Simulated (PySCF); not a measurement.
## Structure elucidation problem

Molecular formula: C₆H₁₁NO₂Si. Simulated spectra:

1H NMR (400 MHz, computed): δ 7.56 (m, 1H), 7.47 (m, 1H), 6.89 (m, 1H), 5.38 (s, 1H), 2.62 (s, 6H), 1.56 (br s, 1H).

13C{1H} NMR (computed): δ 152.2 (CH), 146.7 (CH), 122.4 (C), 120.7 (CH), 37.6 (CH3).

PySCF 2.14 calculation with GFN2-xTB structure and NMR shieldings at PBE0/pcSseg-1/GIAO; in vacuum, single conformer, fast rotation and ring inversion assumed for equivalent nuclei, relativity neglected.

δ = σ(ref) − σ, references computed at the same level: TMS for 1H (σref 31.72), 13C (σref 186.93).

**Question.** Propose a structure and justify it.

**Answer.** 
- The formula gives 3 degrees of unsaturation (1 ring in the answer).
- 5 carbon signals for 6 carbons: some carbons are equivalent by symmetry or fast rotation.
- Carbon types of the structure: 1 × C, 3 × CH, 2 × CH3, leaving 2 H on heteroatoms.
- δC 152.2, 146.7: aromatic CH next to the ring oxygen.
- δC 122.4: substituted aromatic carbon.
- δC 120.7: aromatic CH.
- δC 37.6: methyl carbon bonded to N; the inductive effect lowers its shielding.
- δH 7.56, 7.47: hydrogen on an aromatic CH next to the ring oxygen; ring-current deshielding.
- δH 6.89: hydrogen on an aromatic CH; aromatic region.
- δH 2.62: hydrogen on a methyl carbon bonded to N; its carbon carries N, an electronegative neighbour.

These data were computed for `N(C)(C)[Si@@H](O)c1ccoc1`.

The shifts were computed for this structure.

Exchangeable OH/NH protons stand at their gas-phase positions; hydrogen bonding in a real sample shifts them, mostly to higher δ. Shifts are as computed. Against solution values, carbons near 30 ppm lie about +3 ppm off and those near 130 ppm about +5 ppm. Of 1309 compounds with measured shifts, 239 miss one by over three times the rms of a fit or turn the order of signals round; such compounds aren't used in these exercises. No couplings were computed; multiplicities are counted from neighbouring protons, with m where these are inequivalent, close in shift, in a saturated or five-membered ring or joined by F or P, and br s for small geminal =CH2 splittings.
